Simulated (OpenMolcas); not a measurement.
**V3+: moving or changing the point charges**

V3+ among 5 point charges of -1.5 e arranged as a trigonal bipyramid (D3h), 2.01 Å from the ion, with the axial distance 2.090 Å.

```yaml
Program: OpenMolcas
Method: CASSCF
Basis: ANO-RCC-VTZP [6s5p3d2f1g]
Scalar_Hamiltonian: DKH2, point nucleus
Active_space: 2 electrons in 5 orbitals (3d)
State_averaging: 2S+1 = 3 even, 10 roots; 2S+1 = 1 even, 15 roots
Spin-orbit_coupling: state interaction with AMFI integrals over the reference wave functions
```

Runs around this geometry, states (labels of D3, the rotations of D3h). Energies in cm-1 above the lowest state or level, χT in cm3 K/mol.

```csv
R (Å),q (e),Axial / equatorial distance,Ground state,First state of that spin,First gap with spin-orbit (degeneracies),χT at 300 K,First state of another spin
2.01,-1.5,0.96,3A1,3A2 7.2,"312.6 (2, 1)",0.905,1E 13907
2.01,-1.2,1.04,3A2,3A1 191.3,"14.1 (2, 1)",0.893,1E 13949
1.93,-1.5,1.04,3A2,3A1 297.7,"46.6 (1, 2)",0.905,1E 14086
2.01,-1.5,1.04,3A2,3A1 209.7,"9.2 (2, 1)",0.898,1E 13993
2.15,-1.5,1.04,3A2,3A1 100.8,"91.3 (2, 1)",0.892,1E 13859
```

The ground state changes within this set.

Without dynamic correlation the repulsion within the d shell is too large (B by tens of per cent), so at a given field states of lower spin stand too high. The ground term spreads over less than 5000 cm-1, several times less than with real ligands, so orbital moments are less quenched and χT lies further from the spin-only value than at real sites. Spin-orbit coupling mixes the spin-free states strongly: the lowest level takes only 50 % from its leading state, 3A1 (figures for R = 2.01, q = -1.5, ratio = 0.96; the like holds for R = 2.01, q = -1.2, ratio = 1.04, R = 2.01, q = -1.5, ratio = 1.04, R = 2.15, q = -1.5, ratio = 1.04). This is an electrostatic model: the charges have no orbitals. No measured value stands beside these numbers.
